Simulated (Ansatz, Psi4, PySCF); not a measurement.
ketene (C$_{2}$H$_{2}$O), singlet, at a GFN2-xTB geometry. Base run: BLYP/aug-cc-pVDZ (PySCF).

Here is a job for PySCF.
```python
from pyscf import gto, scf, dft

mol = gto.Mole()
mol.atom = '''
    C    -0.01148162    0.02136311   -1.19190098
    C     0.00092956   -0.00172957    0.09649676
    H     0.00249612    0.94826436   -1.73006124
    H    -0.03614064   -0.88566416   -1.76255958
    O     0.01211961   -0.02255018    1.25813077
'''
mol.basis = 'aug-cc-pvdz'
mol.verbose = 4
mol.build()

mf = dft.RKS(mol)
mf.xc = 'blyp'
mf.kernel()
```

The same geometry, method and basis name were run in Ansatz (a first-principles code) and Psi4 and PySCF, at each program's defaults and at the settings that a row names. The base is PySCF at its defaults. Differences at the defaults can come from grids, fitting, cores and function types together.

```csv
code and settings,ΔE vs base (µEh),basis functions,E (Eh),SCF cycles,dipole (D)
"PySCF, defaults (exact integrals, its default grid, spherical functions)",0.0,87,-152.58385,10,1.51
"Psi4, defaults (density fitting with its default set, its default grid, spherical functions)",-38.1,87,-152.58389,9,1.51
"Ansatz, defaults (factorised integrals, its default grid, spherical functions)",-1.6,87,-152.58386,-,-
"PySCF, density fitting with def2-universal-jkfit",-44.1,87,-152.58390,10,1.51
"PySCF, fine grid",-0.7,87,-152.58385,10,1.51
"Psi4, exact integrals, spherical functions, fine grid",-0.7,87,-152.58385,11,1.51
"Ansatz, high accuracy",-0.7,87,-152.58385,-,-
```
